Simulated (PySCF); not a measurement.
## Electron correlation in Fe (iron, neutral)

[Ar] 3d6 4s1 4p1, one real determinant (an excited configuration). Calculation: PySCF 2.14, in ANO-RCC-VTZP (6s5p3d2f1g, 59 functions); the spin-free X2C one-electron Hamiltonian (Gaussian nucleus). Frozen: [Ne]; 16 electrons correlated.

| level | correlation energy (mhartree) |
| --- | --- |
| CCSD | -456.36 |
| (T) | -9.62 |
| CCSD(T) | -465.98 |

Diagnostics: T1 = 0.012, D1 = 0.0357, largest double amplitude 0.036.

The real determinant used has ⟨L²⟩ near 8 against 12 for a pure F term, so it mixes terms.

Cost of the coupled-cluster step: of the order of 10 core-seconds, for 16 correlated electrons.

Iterations:

```
CC2 = 0
CCSD nocc = (np.int64(11), np.int64(5)), nmo = (54, 54)
frozen orbitals [[0, 1, 2, 3, 4], [0, 1, 2, 3, 4]]
max_cycle = 100
direct = 0
conv_tol = 1e-08
conv_tol_normt = 1e-06
diis_space = 8
diis_start_cycle = 0
Init t2, MP2 energy = -0.461330442734172
Init E_corr(UCCSD) = -0.461330442743567
cycle = 1  E_corr(UCCSD) = -0.446164477475253  dE = 0.0151659653  norm(t1,t2) = 0.0670101
cycle = 2  E_corr(UCCSD) = -0.455857505386929  dE = -0.00969302791  norm(t1,t2) = 0.0222117
cycle = 3  E_corr(UCCSD) = -0.455279281669432  dE = 0.000578223717  norm(t1,t2) = 0.0137171
cycle = 4  E_corr(UCCSD) = -0.456172383747651  dE = -0.000893102078  norm(t1,t2) = 0.00672185
cycle = 5  E_corr(UCCSD) = -0.456352881317521  dE = -0.00018049757  norm(t1,t2) = 0.00336041
cycle = 6  E_corr(UCCSD) = -0.456251566942769  dE = 0.000101314375  norm(t1,t2) = 0.00226146
cycle = 7  E_corr(UCCSD) = -0.456362199870681  dE = -0.000110632928  norm(t1,t2) = 0.00104683
cycle = 8  E_corr(UCCSD) = -0.456394345620885  dE = -3.21457502e-05  norm(t1,t2) = 0.000426066
cycle = 9  E_corr(UCCSD) = -0.456366159699227  dE = 2.81859217e-05  norm(t1,t2) = 0.000166414
cycle = 10  E_corr(UCCSD) = -0.456361651287502  dE = 4.50841173e-06  norm(t1,t2) = 5.65604e-05
cycle = 11  E_corr(UCCSD) = -0.456364365681855  dE = -2.71439435e-06  norm(t1,t2) = 2.39107e-05
cycle = 12  E_corr(UCCSD) = -0.456364716802607  dE = -3.51120752e-07  norm(t1,t2) = 9.60574e-06
cycle = 13  E_corr(UCCSD) = -0.456364570692854  dE = 1.46109753e-07  norm(t1,t2) = 2.64317e-06
cycle = 14  E_corr(UCCSD) = -0.456364593814091  dE = -2.31212375e-08  norm(t1,t2) = 1.10851e-06
cycle = 15  E_corr(UCCSD) = -0.456364567829979  dE = 2.59841123e-08  norm(t1,t2) = 5.07601e-07
cycle = 16  E_corr(UCCSD) = -0.456364573627725  dE = -5.79774601e-09  norm(t1,t2) = 2.21559e-07
UCCSD converged
E(UCCSD) = -1271.754459466437  E_corr = -0.4563645736277252
UCCSD(T) correction = -0.00962141920164123
```

The basis was made for the ground configuration and has no added diffuse functions, which can raise the energy of the promoted electron.

The reference is one real determinant that mixes LS terms of this configuration.
